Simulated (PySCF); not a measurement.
Cl₃Ge, SMILES [Cl][Ge]([Cl])[Cl], multiplicity 2. Geometry optimised at PBE-D3(BJ)/def2-SVP. The isomer is the one that the SMILES or the coordinates give; other isomers of the formula were not compared.

Method: PBE-D3(BJ)/def2-SVP (PySCF).

Harmonic wavenumbers (cm⁻¹): 120, 120, 149, 358, 402, 402. Rotational constants (GHz): 2.027, 2.027, 1.128; symmetry number 1.

Work out the zero-point energy and the ideal-gas rigid-rotor harmonic-oscillator thermochemistry at 298.15 K and 1 atm.

ZPE = ½ Σ hcν = ½ × 1552 cm⁻¹ = 9.28 kJ/mol. H − E(el) = 27.09 kJ/mol. Entropy in J/(mol K): translation 173.44, rotation 119.79, vibration 49.84, spin 5.76, total 348.83. G − E(el) = -76.92 kJ/mol. Cp = 76.18 J/(mol K). Modes under 150 cm⁻¹ make the vibrational entropy uncertain.
